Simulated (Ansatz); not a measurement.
Harmonic frequencies (cm⁻¹) at PBE0-D4/def2-TZVP from Ansatz: 83, 88, 96, 169, 253, 257, 354, 360, 471, 647, 756, 888, 1183, 1192, 1237, 1488, 1496, 1502, 1561, 3012, 3078, 3085, 3624, 3717.

Each molecule was computed in one conformer, which needn't be the lowest.

(1) Which molecule is it?
A. `C[O][Al]([NH2])[Cl]`
B. `C[O][Al]([OH])[F]`
C. `C[CH2][Al]([F])[F]`
D. `O[Si](O)(O)[O][AlH2]`

Results:

(1) A.
